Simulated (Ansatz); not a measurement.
Reactions of CH8O2Si2 (`CO[SiH2]O[SiH3]`).

Gas-phase electronic energies from Ansatz, PBE0-D4/def2-TZVP geometries. CBS: MP2 limit from def2 TZ/QZ plus the TZ coupled-cluster correction, frozen cores. This one scheme is used for every species. DFT in def2-TZVPP. For Ge outer-core shells are correlated without core-valence functions, which leaves a few kJ/mol of doubt a bond. Scalar relativity is left out up to krypton. One conformer a species, not always the lowest.

| reaction | CCSD(T)/CBS(def2) (kJ/mol) |
| --- | --- |
| `CO[SiH2]O[SiH3]` + `F[SiH](F)S` → `CO[SiH2]S[SiH](F)F` + `O[SiH3]` | 56 |
| `CO[SiH2]O[SiH3]` + `C=N` → `C=N[SiH2]O[SiH3]` + CH₃OH | 62 |
| `CO[SiH2]O[SiH3]` + `[OH][GeH3]` → `CO[SiH2][O][GeH3]` + `O[SiH3]` | ? |
| `CO[SiH2]O[SiH3]` + `S[SiH2]Cl` → `CO[SiH2]S[SiH2]Cl` + `O[SiH3]` | 57 |
| `CO[SiH2]O[SiH3]` + `O[SiH2]S` → `CO[SiH2]S[SiH2]O` + `O[SiH3]` | 47 |
| `CO[SiH2]O[SiH3]` + H₂S → `[SiH3]O[SiH2]S` + CH₃OH | ? |
| `CO[SiH2]O[SiH3]` + H₂ → `[SiH3]O[SiH3]` + CH₃OH | 96 |

**Question.** Fill in the missing values. (Estimate.)

**Answer.** Ansatz gave: `CO[SiH2]O[SiH3]` + `[OH][GeH3]` → `CO[SiH2][O][GeH3]` + `O[SiH3]`: +4.7 kJ/mol; `CO[SiH2]O[SiH3]` + H₂S → `[SiH3]O[SiH2]S` + CH₃OH: +45.1 kJ/mol.

Largest T1 diagnostic: 0.013, for `C=N[SiH2]O[SiH3]`.
